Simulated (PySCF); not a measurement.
## Distorted geometries of TlF3

TlF3 (singlet). PySCF 2.14.0, RKS PBE0, Tl def2-SVP with ECP60, F def2-SVP; non-relativistic Hamiltonian with scalar-relativistic core potentials where named; density fitting; no spin-orbit coupling. Relaxed geometry:

```xyz
4

Tl    0.2712    0.0000    0.0000
F    -0.6057    0.0000    1.8078
F    -0.6057    0.0000   -1.8078
F     2.2896    0.0000    0.0000
```

Order these distorted geometries by energy above the relaxed one, lowest first.
A.
```xyz
4

Tl    0.1845   -0.0085    0.0205
F    -0.4926    0.0718    1.8417
F    -0.6851    0.0031   -1.7658
F     2.3424   -0.0664   -0.0964
```
B.
```xyz
4

Tl    0.2557    0.0700   -0.0799
F    -0.6993   -0.1529    1.9397
F    -0.6702   -0.0150   -1.7795
F     2.4631    0.0978   -0.0802
```
C.
```xyz
4

Tl    0.4287    0.1877   -0.1089
F    -0.6169    0.0108    1.9949
F    -0.6146   -0.0132   -1.8241
F     2.1520   -0.1853   -0.0620
```

A (0.22 eV), B (0.77 eV), C (1.81 eV).

Which forces (eV/Å) act in the one that lies 0.77 eV up?


```
Tl   2.17 -0.38  4.05
F    1.24  0.36 -2.59
F   -0.84 -0.02 -1.52
F   -2.57  0.03  0.07
```
Forces carry noise of the integration grid, about 0.01 to 0.03 eV/Å.
